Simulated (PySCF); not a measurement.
These are PBE-D3(BJ)/def2-TZVP // TPSS-D3(BJ)/def2-SVP (PySCF) values and carry that method's errors. Gas-phase values, no solvent. One relaxed conformer stands for a flexible species; it need not be the lowest. 

Reference species: [Mo(Cl)6] (neutral, multiplicity 1).

The coordination number is 6, the charge on the central atom (Mulliken) comes out as 0.69 e and the mean distance from the central atom to its bonded neighbours is 2.314 Å. The HOMO–LUMO gap comes out as 1.55 eV.

After one change: the coordination number stays essentially unchanged; the charge on the central atom (Mulliken) increases by 0.16 e; the mean distance from the central atom to its bonded neighbours falls by 0.099 Å; the HOMO–LUMO gap falls by 0.10 eV.

### Question
Name the change that produced these shifts. The new species is one of these.
A) [Mo(Cl)5(NH2)]
B) [Mo(Cl)3(NH2)3]
C) [Mo(Cl)4(NH2)2]
D) [Mo(NH2)6]

### Answer
C, [Mo(Cl)4(NH2)2]
